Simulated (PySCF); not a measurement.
PySCF job for CH₃FTe, SMILES [Te](F)C, IEF-PCM-PBE0/def2-SVP. Geometry optimised at PBE-D3(BJ)/def2-TZVP. The def2 effective core potentials stand for the cores of Te; spin–orbit coupling is left out.

```python
import numpy as np
from pyscf import gto, scf, dft
from pyscf.solvent import pcm

mol = gto.M(
    atom='''
    Te    0.34743287    0.12339029    0.00000000
    F    -1.30179228    1.15923891   -0.00000000
    C    -0.65843990   -1.76646403   -0.00000000
    H     0.13078059   -2.53202571    0.00000001
    H    -1.26525992   -1.85931757   -0.90612096
    H    -1.26525994   -1.85931757    0.90612095
    ''',
    basis='def2-SVP',
    ecp={'Te': 'def2-svp'},
    charge=0,
    spin=0,
    max_memory=1600,
    verbose=3,
)
mf = dft.RKS(mol, xc='pbe0').density_fit(auxbasis='def2-universal-jkfit')
mf.grids.level = 3
mf.conv_tol = 1e-9
mf.max_cycle = 100
mf.kernel()
res = {}
for name, eps in {'water': 78.355, 'methanol': 32.613, 'benzene': 2.2706}.items():
    s = mf.PCM()
    s.with_solvent.method, s.with_solvent.eps, s.with_solvent.lebedev_order = 'IEF-PCM', eps, 29
    s.kernel(mf.make_rdm1())
    res[name] = (s.e_tot, eps, s.dip_moment(), s.mo_energy, s.converged)
    print(f'{name}: electrostatic solvation free energy {(s.e_tot - mf.e_tot) * 627.509474:.3f} kcal/mol')
```

Log of the run:

```
converged SCF energy = -407.504405098859

WARN: PCM is an experimental feature. It is still in testing.
Features and APIs may be changed in the future.

converged SCF energy = -407.511916025481
Dipole moment(X, Y, Z, Debye):  1.92897, -3.05710, -0.00000
water: electrostatic solvation free energy -4.713 kcal/mol

WARN: PCM is an experimental feature. It is still in testing.
Features and APIs may be changed in the future.

converged SCF energy = -407.51169615403
Dipole moment(X, Y, Z, Debye):  1.91571, -3.03655, -0.00000
methanol: electrostatic solvation free energy -4.575 kcal/mol

WARN: PCM is an experimental feature. It is still in testing.
Features and APIs may be changed in the future.

converged SCF energy = -407.507768639294
Dipole moment(X, Y, Z, Debye):  1.70053, -2.67052, -0.00000
benzene: electrostatic solvation free energy -2.111 kcal/mol
```

Self-consistency was reached.
